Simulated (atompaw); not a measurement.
## An all-electron radial function and its pseudo partner (Tc)

Columns: radius, all-electron u(r) and pseudo u(r) of the 4p shell (level -45.73 eV) of technetium in the configuration [Ar] 3d10 4s2 4p6 4d5 5s1.75 5p0.25; PBE, scalar-relativistic, PAW (atompaw) scheme, atompaw 4.2.0.5.

```csv
r (bohr),all-electron,pseudo
0.094,0.3304,0.0139
0.188,-0.2056,0.0545
0.283,-0.5446,0.1199
0.377,-0.4547,0.2039
0.471,-0.1350,0.3013
0.565,0.2355,0.4053
0.660,0.5625,0.5101
0.754,0.8027,0.6067
0.848,0.9563,0.6901
0.942,1.0340,0.7556
1.037,1.0520,0.8003
1.131,1.0265,0.8217
1.225,0.9724,0.8205
1.319,0.9013,0.7986
1.413,0.8215,0.7589
1.508,0.7385,0.7050
1.602,0.6578,0.6427
1.696,0.5812,0.5760
1.790,0.5103,0.5092
1.885,0.4449,0.4450
1.979,0.3868,0.3869
2.073,0.3352,0.3352
2.167,0.2895,0.2895
2.262,0.2490,0.2490
2.356,0.2141,0.2141
2.450,0.1837,0.1837
```

How many radial nodes do the two functions have?

The all-electron 4p function has n − l − 1 = 2; the pseudo-wave has 0, since the states of the same l below it are removed with the core.

At about which radius was the pseudo-wave matched?

2.05 bohr. The columns agree to 0.0005 from 1.89 bohr on; several derivatives are matched, so the curves merge somewhat inside the radius.

Is the pseudo-wave norm-conserving?

No, it belongs to a PAW set: the norm inside the radius is not constrained, and the difference is carried by the augmentation charge.
